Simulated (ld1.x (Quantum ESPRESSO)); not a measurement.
# u(r) = r·R(r): atom against pseudo-atom (Ce (Z = 58))

Columns: radius, all-electron u(r) and pseudo u(r) of the 5s shell (level -41.76 eV) of cerium in the configuration [Kr] 4d10 4f1 5s2 5p6 5d1 6s1 6p1; PBEsol, scalar-relativistic, TM scheme, ld1.x (Quantum ESPRESSO) 7.5.

```json
{"r (bohr)": "0.195", "all-electron": "0.3473", "pseudo": "0.0513"}
{"r (bohr)": "0.390", "all-electron": "-0.3215", "pseudo": "0.1245"}
{"r (bohr)": "0.585", "all-electron": "-0.4487", "pseudo": "0.2467"}
{"r (bohr)": "0.780", "all-electron": "0.0827", "pseudo": "0.4409"}
{"r (bohr)": "0.975", "all-electron": "0.5988", "pseudo": "0.6867"}
{"r (bohr)": "1.170", "all-electron": "0.8854", "pseudo": "0.8920"}
{"r (bohr)": "1.365", "all-electron": "0.9667", "pseudo": "0.9666"}
{"r (bohr)": "1.560", "all-electron": "0.9179", "pseudo": "0.9179"}
{"r (bohr)": "1.755", "all-electron": "0.8046", "pseudo": "0.8046"}
{"r (bohr)": "1.950", "all-electron": "0.6701", "pseudo": "0.6701"}
{"r (bohr)": "2.145", "all-electron": "0.5389", "pseudo": "0.5389"}
{"r (bohr)": "2.340", "all-electron": "0.4229", "pseudo": "0.4229"}
{"r (bohr)": "2.535", "all-electron": "0.3258", "pseudo": "0.3258"}
{"r (bohr)": "2.730", "all-electron": "0.2477", "pseudo": "0.2477"}
{"r (bohr)": "2.925", "all-electron": "0.1864", "pseudo": "0.1864"}
{"r (bohr)": "3.120", "all-electron": "0.1391", "pseudo": "0.1391"}
{"r (bohr)": "3.315", "all-electron": "0.1033", "pseudo": "0.1033"}
{"r (bohr)": "3.510", "all-electron": "0.0763", "pseudo": "0.0763"}
{"r (bohr)": "3.705", "all-electron": "0.0562", "pseudo": "0.0562"}
{"r (bohr)": "3.900", "all-electron": "0.0412", "pseudo": "0.0412"}
{"r (bohr)": "4.095", "all-electron": "0.0302", "pseudo": "0.0302"}
{"r (bohr)": "4.290", "all-electron": "0.0220", "pseudo": "0.0220"}
{"r (bohr)": "4.485", "all-electron": "0.0160", "pseudo": "0.0160"}
{"r (bohr)": "4.680", "all-electron": "0.0117", "pseudo": "0.0117"}
{"r (bohr)": "4.875", "all-electron": "0.0085", "pseudo": "0.0085"}
{"r (bohr)": "5.070", "all-electron": "0.0061", "pseudo": "0.0061"}
```

Problem. How many radial nodes do the two functions have?

Solution. The all-electron 5s function has n − l − 1 = 4 (the table is too coarse to show those close to the nucleus); the pseudo-wave has 0, since the states of the same l below it are removed with the core.

Problem. At about which radius was the pseudo-wave matched?

Solution. 1.55 bohr, where the columns begin to agree (steps of 0.20 bohr).

Problem. Is the pseudo-wave norm-conserving?

Solution. Yes: the TM scheme keeps the norm inside the radius equal to the all-electron one, which fixes the energy derivative of the logarithmic derivative at the level.
